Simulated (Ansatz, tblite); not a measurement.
Cost and result up the ladder for the cluster Si3O6 (9 atoms). Charge 0, multiplicity 1. Geometry: PBE0-D4/def2-SVP.

Cartesian coordinates in Å:
```
Si 0.000 0.000 0.000
Si -0.510 -2.325 0.014
Si 0.510 2.325 -0.014
O -1.350 -0.918 -0.365
O -0.108 1.242 1.115
O 0.843 -1.394 0.379
O 0.615 1.070 -1.129
O 0.834 3.802 -0.023
O -0.834 -3.803 0.023
```

Ansatz on 4 threads of Intel Xeon 6975P-C on a shared host; xTB runs through tblite on one thread. Times are rough, summed over both states, and most runs start from the orbitals of an earlier one. PBE0-D4/def2-TZVP serves as the yardstick here, not as an exact answer. The other state is a triplet.

The xTB rows come from tblite. HOMO above LUMO, or a gap near zero within one spin, warns that the state may not be the lowest or that an electron is smeared out. The structure comes from a short search, and lower isomers may exist.

xTB has no spin-polarisation term.

```tsv
level	functions	vertical triplet (eV)	difference from PBE0-D4/def2-TZVP (eV)	remarks
PBE-D4/def2-TZVP	297	4.45	-0.36	gap within one spin near zero (triplet)
GFN2-xTB	51	6.31	1.50	–
GFN1-xTB	51	5.41	0.60	–
PBE0-D4/def2-TZVP (with forces)	297	4.81	0.00	–
```

(1) Estimate how long each takes.

## Answers

(1) GFN1-xTB 0.028 s; GFN2-xTB 0.038 s; PBE-D4/def2-TZVP 11 s; PBE0-D4/def2-TZVP (with forces) 42 s. On shared hardware such times vary by a factor of up to 3.
